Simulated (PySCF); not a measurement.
# Exact mass, isotope pattern and composition

Species: `[CH]1C=CC=CCC1` [radical].

Calculated from tabulated atomic weights, isotope masses and abundances; no fragmentation.

(1) Molar mass and exact mass?

(2) Work out the cluster of the singly charged cation M+, one line a nominal mass.

(3) Resolve the fine structure: one atom at a time replaced by a minor isotope.

(4) What share of all molecules is the monoisotopic species?

(5) What resolving power m/Δm just matches the spacing of the species with one 13C and with one 2H?

(6) Give the mass fraction of each element.

## Answers

(1) For C7H9, with standard atomic weights, 7 × 12.011 + 9 × 1.008 = 93.149 g/mol. From the most abundant isotopes (12C, 1H), 7 × 12.000000 + 9 × 1.007825 = 93.0704 u.

(2) 
```
nominal mass  m/z (centroid)  relative intensity
          93         93.0699               100.0
          94         94.0733                 7.7
          95         95.0767                 0.3
```

Cut off at 0.1 %. One electron mass, 0.00055 u, is taken off.

(3) Intensity in % of the monoisotopic species:

| isotope | mass shift (u) | m/z | intensity (%) |
| --- | --- | --- | --- |
| 13C | +1.00335 | 94.0732 | 7.57 |
| 2H | +1.00628 | 94.0762 | 0.10 |

Species under 0.02 % are left out.

(4) 0.9893^7 × 0.999885^9 = 92.65 %.

(5) They lie 0.00292 u apart at mass 94.07, so m/Δm is about 32000.

(6) C 90.26 %, H 9.74 %.
